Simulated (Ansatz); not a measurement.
The same path of C2H6ClNSiSn (12 atoms, charge 0, multiplicity 1) was run 3 times with different band settings. The coordinate that changes most is the dihedral C2–C3–Sn4–H8.

The calculation used RKS BHLYP-D4/def2-SVP in Ansatz.

Relaxed end points:

```xyz
12
Properties=species:S:1:pos:R:3
Cl -0.945 -1.680 -1.946
C 0.195 -0.821 -0.995
C -0.057 0.017 0.030
Sn -1.970 0.658 0.782
N 1.197 0.306 0.636
Si 2.003 -0.636 -0.635
H -2.706 -0.629 1.617
H -2.950 1.176 -0.507
H -1.671 1.954 1.854
H 1.373 1.249 0.942
H 2.828 0.153 -1.575
H 2.782 -1.801 -0.169
```

```xyz
12
Properties=species:S:1:pos:R:3
Cl -0.447 0.422 -2.671
C 0.397 -0.011 -1.243
C -0.060 0.017 0.025
Sn -1.971 0.703 0.740
N 0.919 -0.635 0.824
Si 1.956 -0.788 -0.610
H -1.824 0.894 2.430
H -3.156 -0.467 0.389
H -2.359 2.190 0.012
H 1.133 -0.244 1.727
H 3.187 0.032 -0.586
H 2.302 -2.169 -1.002
```

Common settings: movable images 7; climbing image yes; start path IDPP; force threshold 0.03 eV/Å; end points relaxed.

| run | spring | optimiser | iteration limit | largest step |
| --- | --- | --- | --- | --- |
| 1 | 5.0 eV/Å² | quadratic models (default) | 31 | default |
| 2 | 50.0 eV/Å² | quadratic models (default) | 33 | default |
| 3 | 5.0 eV/Å² | fire | 43 | 0.5 Å |

(1) What does each run give, and how far can it be trusted?

Results:

(1) Run 1: converged after 6 iterations, highest image 0.030 eV above the first end. A vibrational analysis at the climbing image gives one clearly imaginary mode, 71i cm⁻¹: a first-order saddle point.
Run 2: converged after 6 iterations, highest image 0.030 eV above the first end. Another band between the same ends (7 images) ends at a top of the same energy, where a vibrational analysis finds 1 clearly imaginary mode.
Run 3: converged after 27 iterations, highest image 0.031 eV above the first end. Another band between the same ends (7 images) ends at a top of the same energy, where a vibrational analysis finds 1 clearly imaginary mode.
